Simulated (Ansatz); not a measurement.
`[SiH3][O][SbH2]` + H₂S → `[SH][SbH2]` + silanol at 400 K and 1 bar (ligand exchange at the Sb–O bond).

Computed with Ansatz on PBE0-D4/def2-TZVP structures; ΔE is electronic, products minus reactants. CCSD(T)/CBS is the MP2 limit (def2-TZVPP, def2-QZVPP) plus CCSD(T) − MP2 in def2-TZVPP, frozen cores. This one scheme is used for every species. Elements past krypton have def2 core potentials. For Sb outer-core shells are correlated without core-valence functions, which leaves a few kJ/mol of doubt a bond.

```json
{"species": "`[SiH3][O][SbH2]`", "CCSD(T)/CBS energy (Eh)": "-607.29789", "H − E (kJ/mol)": "140.3", "S (J/(mol·K))": "382.1"}
{"species": "H₂S", "CCSD(T)/CBS energy (Eh)": "-398.97279", "H − E (kJ/mol)": "53.4", "S (J/(mol·K))": "215.9"}
{"species": "`[SH][SbH2]`", "CCSD(T)/CBS energy (Eh)": "-639.59431", "H − E (kJ/mol)": "80.2", "S (J/(mol·K))": "311.9"}
{"species": "`O[SiH3]`", "CCSD(T)/CBS energy (Eh)": "-366.69042", "H − E (kJ/mol)": "120.0", "S (J/(mol·K))": "276.4"}
```

H − E and S are ideal-gas, rigid-rotor, harmonic terms from PBE0-D4/def2-TZVP, for one conformer and one mirror image of each species. 1 Eh = 2625.50 kJ/mol, R = 8.31446 J/(mol·K).

Question: By hand: ΔE, ΔH, ΔS and ΔG.

Answer: ΔE = (-639.59431) + (-366.69042) − (-607.29789) − (-398.97279) = -0.01405 Eh = -36.9 kJ/mol. Δ(H − E) = 80.2 + 120.0 − 140.3 − 53.4 = 6.5, so ΔH = -30.4 kJ/mol. ΔS = 311.9 + 276.4 − 382.1 − 215.9 = -9.7 J/(mol·K). ΔG = -30.4 − 400 × (-9.7)/1000 = -26.5 kJ/mol.

Question: By hand: the equilibrium constant, and the temperature at which ΔG would vanish if ΔH and ΔS stayed fixed.

Answer: log₁₀ K = −ΔG/(RT ln 10) = 3.5. ΔG = 0 at ΔH/ΔS = 3134 K, far beyond where these terms or the molecules hold.

The number of gas molecules stays the same, so ΔS is small and ΔH decides. A doubt of 5 kJ/mol in ΔE shifts log₁₀ K by 0.7 here. Other conformers and mirror images would add mixing entropy, several J/(mol·K) or more a flexible species. Modes under 60 cm⁻¹, often nearly free rotors, make the harmonic entropy too high. These are equilibria of isolated gas molecules and say nothing of rates. Largest T1 diagnostic: 0.014 (customary marks: 0.02 for closed shells, 0.045 for open ones).
